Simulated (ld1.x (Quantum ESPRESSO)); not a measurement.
## Varying the TM potential for cerium

Base potential:

```json
{
  "Element": "Ce (Z = 58)",
  "Generator": "ld1.x (Quantum ESPRESSO) 7.5",
  "Type": "norm-conserving Troullier–Martins (Kleinman–Bylander form)",
  "Functional": "PBE",
  "Relativity": "fully relativistic",
  "Frozen core": "[Kr] 4d10",
  "Valence charge": "12",
  "Reference configuration": "4f1 5s2 5p6 5d1 6s2 6p0",
  "Partial waves": "5p (bound): rc 2.55 bohr; 5d (bound): rc 2.40 bohr; 4f (bound): rc 1.50 bohr; 5s (bound): rc 1.55 bohr",
  "Local potential": "the s channel",
  "Core correction": "a·sin(br)/r model core inside 1.10 bohr"
}
```

Open shells are filled in proportion to 2j + 1 (rel_dist='average').

Occupied shells without a wave of their own: 6s. They enter only through the test configuration that unscreens the potential, and ld1.x also counts them in the model core charge.

Cutoffs, loose and tight: the cutoffs (Ry, on a coarse ladder) from which the occupation-weighted sum of valence levels, in a spherical-Bessel basis at the reference potential, stays within 10 and 1 mRy of its value at 400 Ry. They do not see the model core or the augmentation charge, which bear on the density cutoff. Test errors are all-electron minus pseudo excitation energies from the reference, over the configurations 4f1 5s2 5p6 5d1 6s1 6p0; 4f1 5s2 5p6 5d1 6s0 6p0; 4f1 5s2 5p6 5d0 6s0 6p0; 4f2 5s2 5p6 5d0 6s2 6p0; 4f1 5s1 5p6 5d1 6s2 6p0; 4f1 5s2 5p6 5d1 6s1.5 6p0; 4f2 5s2 5p6 5d0 6s1 6p0. A dash means not determined; rows that change the core or the reference have their own tests. The largest error is taken over the tests solved by every variant that gives reliable tests at all: 4f1 5s2 5p6 5d0 6s0 6p0; 4f1 5s2 5p6 5d1 6s1 6p0; 4f2 5s2 5p6 5d0 6s2 6p0.

With those shells counted twice in exchange and correlation these files are broken, and their errors move erratically; no question is asked of them.

Cutoffs are not given where the Bessel-basis levels miss the radial ones by over 6 mRy, ghosts where they miss by over 20 mRy; a channel whose overlap is not positive is not tested.

| change | outcome | bound ghosts | largest test error (meV) |
| --- | --- | --- | --- |
| base | generated | not determined | -1006 |
| wave 5s (bound): rc 1.55 bohr becomes 5s (bound): rc 1.02 bohr | failed: run_pseudo: Errors in PS-KS equation | – | – |
| wave 5s (bound): rc 1.55 bohr becomes 5s (bound): rc 1.30 bohr | generated | not determined | -1120 |
| wave 5s (bound): rc 1.55 bohr becomes 5s (bound): rc 1.52 bohr | generated | not determined | -998 |
| wave 5s (bound): rc 1.55 bohr becomes 5s (bound): rc 1.72 bohr | generated | not determined | -1152 |
| wave 5s (bound): rc 1.55 bohr becomes 5s (bound): rc 1.90 bohr | generated, misses its reference levels by 0.16 eV | not determined | -1591 |
| wave 5s (bound): rc 1.55 bohr becomes 5s (bound): rc 2.14 bohr | failed: the pseudo-atom did not reach self-consistency | – | – |
| wave 5s (bound): rc 1.55 bohr becomes 5s (bound): rc 2.36 bohr | failed: run_pseudo: Errors in PS-KS equation | – | – |

Reading the sweep of the s radius (base included, trends over the rows without a ghost): The generation fails at 1.02, 2.14, 2.36 bohr.
